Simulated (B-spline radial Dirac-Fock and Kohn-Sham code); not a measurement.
Magnetic form factor of the 5d shell of Re⁴⁺

System: the Re⁴⁺ ion, configuration [Xe] 4f14 5d1 6s2 (an excited configuration).

Method: Dirac-Fock orbitals of the configuration average with a finite nucleus. Computed with a radial B-spline solver. ⟨j_K⟩ is the integral of the 5d radial density with the spherical Bessel function j_K(4πsr), s = sin θ/λ.

```csv
s (Å⁻¹),⟨j0⟩,⟨j2⟩,⟨j4⟩
0,1.0000,0.0000,0.0000
0.04,0.9689,0.0123,0.0001
0.05,0.9519,0.0191,0.0001
0.06,0.9314,0.0271,0.0003
0.08,0.8811,0.0464,0.0009
0.1,0.8201,0.0691,0.0020
0.13,0.7139,0.1069,0.0054
0.16,0.5976,0.1450,0.0111
0.21,0.4038,0.1985,0.0268
0.26,0.2350,0.2292,0.0486
0.33,0.0686,0.2289,0.0826
0.42,-0.0281,0.1760,0.1149
0.53,-0.0370,0.0910,0.1216
0.67,-0.0002,0.0180,0.0908
0.85,0.0260,-0.0085,0.0398
1.08,0.0200,0.0012,0.0042
1.36,0.0041,0.0119,-0.0021
```

Radial moments of the shell: ⟨r²⟩ = 2.673, ⟨r⁴⟩ = 11.17, ⟨r⁶⟩ = 68.64 in powers of bohr.
